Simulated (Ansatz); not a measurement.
Ansatz (a first-principles code) input (B3LYP-D3(BJ)/def2-TZVP):

Ansatz 0.2 input:
```yaml
crystal:
  periodic: [false, false, false]
  atoms:
    - {symbol: C, position_ang: [1.81673281, -0.33775246, 0.45058394]}
    - {symbol: C, position_ang: [0.49407140, -0.91131430, 0.09531292]}
    - {symbol: C, position_ang: [-0.63205357, -0.14840366, -0.17224063]}
    - {symbol: C, position_ang: [-0.53183268, 1.35025581, -0.09937472]}
    - {symbol: C, position_ang: [-1.83014986, -0.73183944, -0.50005387]}
    - {symbol: H, position_ang: [2.54230350, -1.12186888, 0.65026029]}
    - {symbol: H, position_ang: [2.20005616, 0.28980582, -0.35853327]}
    - {symbol: H, position_ang: [1.74240500, 0.30138383, 1.33351461]}
    - {symbol: H, position_ang: [0.41174564, -1.98590725, 0.03854888]}
    - {symbol: H, position_ang: [-1.48489031, 1.81337256, -0.33866700]}
    - {symbol: H, position_ang: [0.21826193, 1.71628498, -0.79909184]}
    - {symbol: H, position_ang: [-0.23504382, 1.66347248, 0.90067773]}
    - {symbol: H, position_ang: [-2.70547090, -0.14475626, -0.70880888]}
    - {symbol: H, position_ang: [-1.93057413, -1.80088965, -0.55792620]}
basis:
  gaussian:
    orbitals: def2-TZVP
hamiltonian:
  xc: b3lyp
  dispersion: d3bj
magnetization: {spin_polarized: true, initial_magnetization: 1}
relax: {f_tol: 0.002, max_steps: 150}
```

End of the output:

```
mean field: 1.23 GiB planned
mean field -5332.70835356 eV, -195.9734173537 hartree, gradient 1.4e-5 eV, S^2 0.776829; 0 other end points of the search recorded, 0 dependent functions left out
the calculation of the forces begins
reference -5332.70865005 eV, -195.9734282496 hartree; 20, 19 occupied and 189, 190 virtual orbitals, 1296 factors
relax step  64: F+E_penalty+E_count = -5333.18076662 eV  Δ(F+E_penalty+E_count) = -7.155e-6 eV  max|allowed force component| = 1.982e-3 eV/Å  Δτ_max = 0.0020 Å  (36 SCF iters, accepted)
integrals: 0.12 GiB planned
1296 factors; their error is unknown
0.30 GiB of the device are held for the grids
1.04 GiB of device memory are held for the factors and their scratch space
mean field: 1.23 GiB planned
mean field evaluation 480: about -5332.7084 eV, gradient 4.1e-2 eV
mean field -5332.70835356 eV, -195.9734173537 hartree, gradient 1.4e-5 eV, S^2 0.776829; 1 other end points of the search recorded, 0 dependent functions left out
the calculation of the forces begins
reference -5332.70865005 eV, -195.9734282496 hartree; 20, 19 occupied and 189, 190 virtual orbitals, 1296 factors
Total energy: -5333.18106312 eV, -195.9907891095 hartree
Atom 0 at     1.867876    -0.356058     0.379174 Å, force     0.001062     0.000253    -0.000149 eV/Å
Atom 1 at     0.529279    -0.874859    -0.015124 Å, force    -0.000308     0.000061    -0.001202 eV/Å
Atom 2 at    -0.633577    -0.125826    -0.173807 Å, force     0.000361    -0.000156     0.001219 eV/Å
Atom 3 at    -0.616258     1.368310     0.059250 Å, force     0.000026    -0.000473     0.000648 eV/Å
Atom 4 at    -1.817132    -0.732543    -0.544686 Å, force     0.000654     0.000408    -0.001982 eV/Å
Atom 5 at     2.222851    -0.836221     1.298426 Å, force    -0.000029     0.001269    -0.001032 eV/Å
Atom 6 at     2.619570    -0.578116    -0.387148 Å, force    -0.001307    -0.000010     0.001057 eV/Å
Atom 7 at     1.870279     0.720284     0.544420 Å, force     0.000331    -0.001236     0.000563 eV/Å
Atom 8 at     0.457911    -1.942820    -0.195548 Å, force     0.000058     0.000078     0.000225 eV/Å
Atom 9 at    -1.602999     1.797381    -0.108687 Å, force    -0.000012    -0.000067     0.000228 eV/Å
Atom 10 at     0.085822     1.868126    -0.611514 Å, force     0.000120    -0.000298    -0.000149 eV/Å
Atom 11 at    -0.315066     1.608572     1.081153 Å, force    -0.000299     0.000511    -0.000420 eV/Å
Atom 12 at    -2.728228    -0.164878    -0.672117 Å, force     0.000074    -0.000120     0.000391 eV/Å
Atom 13 at    -1.864765    -1.799509    -0.719591 Å, force    -0.000731    -0.000221     0.000604 eV/Å
Dipole moment:     0.119418     0.058087     0.036947 e Å
```

It need not be the lowest isomer of its formula.
